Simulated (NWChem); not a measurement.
System: CH3ClGeO, singlet; SMILES C[O][Ge][Cl]

The following NWChem deck was run.

```
start job
memory heap 200 mb stack 900 mb global 1100 mb
geometry units angstroms noautoz
  Ge     0.829636    -0.122607    -0.000404
  Cl    -1.018698    -1.361655     0.000931
  O      0.133498     1.501803    -0.000320
  C     -1.183406     1.987185     0.000518
  H     -1.925492     1.171893     0.001245
  H     -1.343018     2.615879     0.892043
  H     -1.344322     2.615427    -0.891093
end
basis spherical
  * library def2-svp
end
dft
  xc b3lyp
  iterations 150
  mulliken
end
task dft energy
```

Parts of the log:

```
             Northwest Computational Chemistry Package (NWChem) 7.3.0
             --------------------------------------------------------

 CS  symmetry detected

                             Geometry "geometry" -> ""
                             -------------------------

 Output coordinates in angstroms (scale by  1.889725989 to convert to a.u.)

  No.       Tag          Charge          X              Y              Z
 ---- ---------------- ---------- -------------- -------------- --------------
    1 Ge                  32.0000     0.86582288    -0.06562963     0.00000000
    2 Cl                  17.0000    -0.81519614    -1.52362666     0.00000000
    3 O                    8.0000    -0.02575036     1.46028424     0.00000000
    4 C                    6.0000    -1.39254917     1.77917847     0.00000000
    5 H                    1.0000    -2.02817743     0.87841773     0.00000000
    6 H                    1.0000    -1.62926135     2.38301944     0.89156826
    7 H                    1.0000    -1.62926135     2.38301944    -0.89156826

 Effective nuclear repulsion energy (a.u.)     336.7494254992

      Symmetry information
      --------------------

 Group name             Cs
 Group number              2
 Group order               2
 No. of unique centers     6

                                 NWChem DFT Module
                                 -----------------

 Summary of "ao basis" -> "ao basis" (spherical)
 ------------------------------------------------------------------------------
       Tag                 Description            Shells   Functions and Types
 ---------------- ------------------------------  ------  ---------------------
 Ge                         def2-svp                12       32   5s4p3d
 Cl                         def2-svp                 8       18   4s3p1d
 O                          def2-svp                 6       14   3s2p1d
 C                          def2-svp                 6       14   3s2p1d
 H                          def2-svp                 3        5   2s1p

      Symmetry analysis of basis
      --------------------------

        a'         64
        a"         29

            General Information
            -------------------
          SCF calculation type: DFT
          Wavefunction type:  closed shell.
          No. of atoms     :     7
          No. of electrons :    66
           Alpha electrons :    33
            Beta electrons :    33
          Charge           :     0
          Spin multiplicity:     1
          Use of symmetry is: on ; symmetry adaption is: on
          Maximum number of iterations: 150
          AO basis - number of functions:    93
                     number of shells:    41
          Convergence on energy requested:  1.00D-06
          Convergence on density requested:  1.00D-05
          Convergence on gradient requested:  5.00D-04

              XC Information
              --------------
                         B3LYP Method XC Potential
                     Hartree-Fock (Exact) Exchange  0.200
                        Slater Exchange Functional  0.800 local
                    Becke 1988 Exchange Functional  0.720 non-local
              Lee-Yang-Parr Correlation Functional  0.810
                  VWN I RPA Correlation Functional  0.190 local

             Grid Information
             ----------------
          Grid used for XC integration:  medium
          Radial quadrature: Mura-Knowles
          Angular quadrature: Lebedev.
          Tag              B.-S. Rad. Rad. Pts. Rad. Cut. Ang. Pts.
          ---              ---------- --------- --------- ---------
          Ge                  1.25      112          10.0       590
          Cl                  1.00       88          11.0       590
          O                   0.60       49           8.0       434
          C                   0.70       49          10.0       434
          H                   0.35       45          11.0       434
          Grid pruning is: on
          Number of quadrature shells:   388
          Spatial weights used:  Erf1

      Superposition of Atomic Density Guess
      -------------------------------------

 Sum of atomic energies:       -2648.18081099

      Non-variational initial energy
      ------------------------------

 Total energy =   -2649.248888
 1-e energy   =   -4356.380114
 2-e energy   =    1370.381800
 HOMO         =      -0.298949
 LUMO         =      -0.031289

      Symmetry analysis of molecular orbitals - initial
      -------------------------------------------------

  Numbering of irreducible representations:

     1 a'          2 a"

  Orbital symmetries:

     1 a'          2 a'          3 a'          4 a'          5 a'
     6 a"          7 a'          8 a'          9 a'         10 a'
    11 a'         12 a"         13 a'         14 a'         15 a'
    16 a"         17 a'         18 a'         19 a'         20 a"
    21 a"         22 a'         23 a'         24 a'         25 a'
    26 a'         27 a"         28 a'         29 a"         30 a'
    31 a'         32 a"         33 a'         34 a"         35 a'
    36 a'         37 a'         38 a"         39 a'         40 a'
    41 a'         42 a'         43 a"

     ---------------------------------------------
      Total Density - Mulliken Population Analysis
     ---------------------------------------------

    Atom       Charge   Shell Charges
 -----------   ------   -------------------------------------------------------
    1 Ge  32    30.88   2.00  2.00  2.00  1.33  0.55  6.00  5.98  0.52  0.41  8.15  1.80  0.15
    2 Cl  17    17.55   2.00  1.99  1.23  0.73  5.94  2.18  3.46  0.01
    3 O    8     8.89   1.99  1.11  0.69  3.05  2.04  0.01
    4 C    6     5.88   1.99  0.92  0.21  1.86  0.86  0.05
    5 H    1     0.94   0.69  0.22  0.02
    6 H    1     0.93   0.69  0.22  0.02
    7 H    1     0.93   0.69  0.22  0.02

[...]
```

Level: B3LYP/def2-SVP. Low-valent species are run as closed-shell singlets; no triplet was tried in these runs. Coordinates come from a PBE0/def2-SVP optimisation. B3LYP is NWChem's, with the RPA form of VWN correlation.
